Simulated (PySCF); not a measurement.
**Two-component Hartree-Fock for Ag³⁶⁺ (silver, charge +36)**

Start: [Ne] 3s1; 3s1/2 filled at m_j = +1/2. Calculated with PySCF 2.14 in an uncontracted even-tempered set (18 s from 7 bohr⁻², ratio 2.4; 13 p from 9 bohr⁻², ratio 2.4; 4 d from 29 bohr⁻², ratio 2.6; 4 f from 44 bohr⁻², ratio 2.6): generalised Hartree-Fock with the X2C-1e Hamiltonian and a Gaussian nucleus; one run each with spin-orbit coupling (SO) switched off, then screened by Boettger's factors.

```
spinor shell  electrons  ε, spin-free (eV)  ε, screened SO (eV)  weight of nominal j (screened SO)  rms radius, screened SO (bohr)
       1s1/2          2           -27823.9             -27822.5                              1.000                          0.0356
       2s1/2          2            -5903.1              -5902.8                              1.000                           0.143
       2p1/2          2            -5518.4              -5644.5                              1.000                           0.124
       2p3/2          4            -5518.4              -5460.5                              1.000                           0.128
       3s1/2          1            -2371.9              -2371.9                              1.000                           0.343
```

```
   quantity    spin-free  screened SO
E (hartree)  -4213.31142  -4214.13913
        M_J          1/2          1/2
       ⟨J²⟩        0.750        0.750
       ⟨L²⟩        0.000        0.005
       ⟨S²⟩        0.750        0.755
```

Each row is a mean over spinors that exchange with the open shell spreads, by up to 8.640 eV (2s1/2).

Breit and QED terms are absent; they matter most for the inner s and p1/2 levels.

Densities and radii are taken from the X2C orbitals without a picture-change correction, which distorts them close to the nucleus.

Without spin-orbit coupling the j labels of p, d and f shells carry no meaning; the spin-free column gives the mean over the occupied spinors of each nl shell.
